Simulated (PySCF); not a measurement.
Start geometry of `[NH2][SnH2][NH2]` from GFN2-xTB (Å):
```
atom  x, y, z in Å
N1     1.7602   -0.0697    0.2450
Sn2   -0.1145    0.6985    0.1489
N3    -1.4236   -0.8266   -0.1426
H4     1.8399   -0.8854    0.7907
H5     2.1762   -0.2492   -0.6581
H6    -0.4735    1.2969    1.6518
H7    -0.0731    1.9319   -0.9954
H8    -2.3641   -0.5611   -0.1108
H9    -1.2697   -1.3524   -0.9633
```

Task: What comes out of this run: PBE0-D3(BJ)/def2-SVP geometry optimisation, gas phase, def2 core potentials past Kr (PySCF 2.14.0)?

Result: 
```
atom  x, y, z in Å
N1     1.707    0.099    0.284
Sn2   -0.199    0.797    0.096
N3    -1.489   -0.745   -0.303
H4     1.761   -0.747    0.849
H5     2.149   -0.106   -0.610
H6    -0.698    1.416    1.611
H7    -0.122    1.992   -1.139
H8    -2.445   -0.550   -0.012
H9    -1.520   -1.024   -1.281
```

The energy falls by 3.4 kcal/mol over 11 energy and gradient evaluations, the largest force component goes from 0.0386 to 1.5e-04 Eh/bohr, and the atoms move by 0.160 Å rms after alignment. The bond that changes most is Sn2–H6 (ends: tin bonded to 2 N and 2 H; hydrogen on tin), which lengthens by 0.054 Å. Bonds longer at the end by more than 0.005 Å: 8 of 8; shorter: 0. Among the angles that change most is N3–Sn2–H7, from 117.9° to 114.3°. Among the dihedrals that turn most is H7–Sn2–N3–H9, from 62° to 36°. Rotational constants go from 10614, 5204, 3783 to 10831, 4972, 3728 MHz. The orientation of the end geometry is arbitrary; only internal coordinates are fixed.

The run used 84 basis functions and 73 SCF cycles in all.

Not checked by PBE0-D3(BJ)/def2-SVP frequencies. The numbers are those of one conformer.
